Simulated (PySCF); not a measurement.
**Ionisation energy of Mn⁺ by level of theory**

Mn⁺ [Ar] 3d5 4s1 (7S) → Mn²⁺ [Ar] 3d5 (6S), as a difference of total energies. Calculation: PySCF 2.14, in aug-cc-pwCVTZ-DK (10s9p7d4f3g, 127 functions); scalar relativity by spin-free X2C-1e. Correlated levels: valence: [Ar] frozen; valence and next inner shell: [Ne] frozen; nothing frozen. The calculations carry no spin-orbit coupling.

| method | ionisation energy (eV) |
| --- | --- |
| UHF | 14.853 |
| LDA | 16.518 |
| PBE | 16.289 |
| PBE0 | 15.967 |
| r2SCAN | 16.151 |
| M06-L | 15.415 |
| wB97X-V | 15.582 |
| wB97M-V | 15.659 |
| MP2 (valence) | 15.321 |
| SCS-MP2 (valence) | 15.009 |
| MP2 (valence and next inner shell) | 15.664 |
| SCS-MP2 (valence and next inner shell) | 15.359 |
| MP2 (all electrons) | 15.663 |
| SCS-MP2 (all electrons) | 15.359 |

**Question.** How much does correlation contribute at MP2 (all electrons)?

**Answer.** 15.663 − (14.853) = 0.810 eV, measured against UHF.

Errors of the correlated levels include the incompleteness of this basis and the frozen core.

For comparison: 15.640 eV (measured; NIST Atomic Spectra Database, ionization energies).
